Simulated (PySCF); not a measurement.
## A small calculation by hand: entropy of an ideal gas

C₃H₄N₂, SMILES c1c[nH]cn1 (connectivity only; charge and spin as stated), charge +1, multiplicity 2.

Geometry: PBE-D3(BJ)/def2-SVP. The multiplicity is an assumed one; other spin states were not compared.

PBE-D3(BJ)/def2-SVP run with PySCF gives the harmonic wavenumbers 397, 518, 666, 733, 813, 843, 890, 890, 940, 1018, 1095, 1202, 1236, 1243, 1393, 1408, 1507, 3167, 3173, 3185, 3474 cm⁻¹ and the rotational temperatures 0.4768, 0.4210, 0.2236 K. The molar mass is 68.08 g/mol, the symmetry number 1, the spin multiplicity 2.

Question: Work out the entropy at 298.15 K and 1 atm in the rigid-rotor, harmonic-oscillator model.

Answer: 
Translation (Sackur–Tetrode at 1 atm): S = R[1.5 ln M + 2.5 ln T − 1.16487] = 161.4 J/(mol K).
Rotation: q = (√π/σ) T^1.5/√(θA θB θC) = 43100, S = R[ln q + 3/2] = 101.2 J/(mol K).
Vibration: with u = 1.4388 ν/T, each mode gives R[u/(e^u − 1) − ln(1 − e^−u)]:
| ν (cm⁻¹) | modes | u | S (J/(mol K)) |
|---|---|---|---|
| 397 | 1 | 1.92 | 4.07 |
| 518 | 1 | 2.50 | 2.57 |
| 666 | 1 | 3.21 | 1.46 |
| 733 | 1 | 3.54 | 1.13 |
| 813 | 1 | 3.92 | 0.82 |
| 843 | 1 | 4.07 | 0.73 |
| 890 | 2 | 4.29 | 1.22 |
| 940 | 1 | 4.54 | 0.50 |
| 1018 | 1 | 4.91 | 0.36 |
| 1095 | 1 | 5.28 | 0.27 |
| 1202 | 1 | 5.80 | 0.17 |
| 1236 | 1 | 5.96 | 0.15 |
| 1243 | 1 | 6.00 | 0.14 |
| 1393 | 1 | 6.72 | 0.08 |
| 1408 | 1 | 6.79 | 0.07 |
| 1507 | 1 | 7.27 | 0.05 |
The stiffer modes add less than 0.005 each. Sum 13.8 J/(mol K).
Spin: R ln 2 = 5.8 J/(mol K).
Total 282.1 J/(mol K); the program's own thermochemistry gives 282.1. Translation makes up 57 % and vibration 5 %. Anharmonicity, hindered rotation and orbital degeneracy are left out.
